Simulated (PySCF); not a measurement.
All values below come from B3LYP-D3(BJ)/def2-TZVP // PBE0-D3(BJ)/def2-TZVP (PySCF). Isolated molecules, 0 K electronic values unless said otherwise. B3LYP has the VWN-RPA correlation part, as in Gaussian. 

Reference species (SMILES): `[F][Al][Br]` (neutral, multiplicity 2).

* **dipole moment**: 1.65 D

Changed species: `[F][Al][F]` (radical fragment; the reference has radical fragment).

**Question.** Predict the effect on the dipole moment.

**Answer.** the dipole moment goes up by 0.22 D, to 1.87 D.
